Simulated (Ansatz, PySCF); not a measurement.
This Ansatz (an electronic-structure program) input computes a BLYP/def2-TZVPD energy:

Ansatz 0.2 input:
```yaml
crystal:
  periodic: [false, false, false]
  atoms:
    - {symbol: C, position_ang: [-1.46523764, 0.04344987, 0.04013748]}
    - {symbol: C, position_ang: [-0.26350574, -0.33010884, -0.82828837]}
    - {symbol: C, position_ang: [1.20378883, -0.08069761, -0.17504791]}
    - {symbol: O, position_ang: [1.12284956, 0.36612426, 0.97614474]}
    - {symbol: H, position_ang: [-1.42073719, -0.49320804, 0.99222753]}
    - {symbol: H, position_ang: [-1.43221667, 1.10697227, 0.29437767]}
    - {symbol: H, position_ang: [-2.43248839, -0.16760452, -0.43274858]}
    - {symbol: H, position_ang: [-0.26435466, 0.22290252, -1.77811960]}
    - {symbol: H, position_ang: [-0.28327234, -1.39391692, -1.10570224]}
basis:
  gaussian:
    orbitals: def2-TZVPD
hamiltonian:
  xc: {name: BLYP}
total_charge: -1
output: {forces: true}
```

Problem. Write an input for the same energy in PySCF and say what it gives.

Solution. 
```python
from pyscf import gto, scf, dft

mol = gto.M(
    atom='''
    C    -1.46523764    0.04344987    0.04013748
    C    -0.26350574   -0.33010884   -0.82828837
    C     1.20378883   -0.08069761   -0.17504791
    O     1.12284956    0.36612426    0.97614474
    H    -1.42073719   -0.49320804    0.99222753
    H    -1.43221667    1.10697227    0.29437767
    H    -2.43248839   -0.16760452   -0.43274858
    H    -0.26435466    0.22290252   -1.77811960
    H    -0.28327234   -1.39391692   -1.10570224
    ''',
    basis='def2-tzvpd',
    charge=-1,
    spin=0,
    verbose=4,
)

mf = dft.RKS(mol, xc='blyp').density_fit(auxbasis='def2-universal-jkfit')
mf.grids.level = 3
mf.conv_tol = 1e-9
mf.max_cycle = 100
mf.max_memory = 1500
mf.kernel()
if not mf.converged:
    mf = mf.newton()
    mf.kernel(mf.make_rdm1())
mf.analyze()
```
It gives -192.51344 Eh, and Ansatz -192.51332 Eh, a difference of 0.12 mEh, from the treatment of integrals and grids.

It need not be the lowest isomer of its formula. Whether it binds its extra electron was not tested at this geometry.
